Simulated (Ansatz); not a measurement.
C2H5BCl2O, SMILES `CCOB(Cl)Cl`, one more setting.

```yaml
crystal:
  periodic: [false, false, false]
  atoms:
    - {symbol: C, position_ang: [0.543152, -0.943115, 0.989031]}
    - {symbol: C, position_ang: [-0.178124, -0.763925, -0.322994]}
    - {symbol: O, position_ang: [-0.968940, 0.424535, -0.305219]}
    - {symbol: B, position_ang: [-0.554547, 1.623817, -0.704555]}
    - {symbol: Cl, position_ang: [1.056464, 1.912955, -1.363706]}
    - {symbol: Cl, position_ang: [-1.663642, 2.974552, -0.571365]}
    - {symbol: H, position_ang: [1.089769, -1.888873, 0.985037]}
    - {symbol: H, position_ang: [-0.164064, -0.956795, 1.820132]}
    - {symbol: H, position_ang: [1.259848, -0.135797, 1.152637]}
    - {symbol: H, position_ang: [-0.880012, -1.580416, -0.500407]}
    - {symbol: H, position_ang: [0.525395, -0.723938, -1.157990]}
basis:
  gaussian: {orbitals: def2-TZVPP}
hamiltonian: {xc: {name: wB97M-V}}
output: {forces: true}
```

```sh
$ ansatz run in.yaml --threads 2 --pin off --events-out ev --progress --plain --max-ram 32768MiB --backend cpu
```

Shortened log:

```
Functional definition: wB97M-V
1595 factors; their error is unknown
336 factors; integrals over basis functions are off by at most 2.6e-5 eV
mean field evaluation 1: about -29922.7637 eV, gradient 4.8e1 eV
mean field evaluation 2: about -29923.3217 eV, gradient 4.9e1 eV
mean field evaluation 4: about -29927.3995 eV, gradient 2.2e0 eV
mean field evaluation 8: about -29927.4189 eV, gradient 4.5e-2 eV
mean field evaluation 16: about -29927.4370 eV, gradient 1.2e-4 eV
mean field -29927.43697557 eV, -1099.8130233068 hartree, gradient 3.4e-5 eV, S^2 0.000000; 0 other end points of the search recorded, 0 dependent functions left out
reference -29927.43702591 eV, -1099.8130251568 hartree; 32, 32 occupied and 246, 246 virtual orbitals, 1595 factors
Total energy: -29927.43702591 eV, -1099.8130251568 hartree
Atom 0 at     0.543152    -0.943115     0.989031 Å, force     0.098350    -0.025861     0.172948 eV/Å
Atom 1 at    -0.178124    -0.763925    -0.322994 Å, force     0.065823    -0.254593    -0.204761 eV/Å
Atom 2 at    -0.968940     0.424535    -0.305219 Å, force    -0.161062     0.072517     0.056375 eV/Å
Atom 3 at    -0.554547     1.623817    -0.704555 Å, force    -0.000430     0.006418     0.002985 eV/Å
Atom 4 at     1.056464     1.912955    -1.363706 Å, force     0.121376     0.007719    -0.040689 eV/Å
Atom 5 at    -1.663642     2.974552    -0.571365 Å, force    -0.085131     0.105989     0.009667 eV/Å
Atom 6 at     1.089769    -1.888873     0.985037 Å, force    -0.039491     0.073843     0.001862 eV/Å
Atom 7 at    -0.164064    -0.956795     1.820132 Å, force     0.046630     0.005184    -0.066693 eV/Å
Atom 8 at     1.259848    -0.135797     1.152637 Å, force    -0.051397    -0.048663    -0.014949 eV/Å
Atom 9 at    -0.880012    -1.580416    -0.500407 Å, force     0.070158     0.069694     0.012565 eV/Å
Atom 10 at     0.525395    -0.723938    -1.157990 Å, force    -0.064825    -0.012247     0.070689 eV/Å
Dipole moment:     0.182702    -0.498693     0.089947 e Å
```

Hardware: 2 threads of a server CPU on a shared host. Wall time 38 s, peak host memory 1.2 GiB.
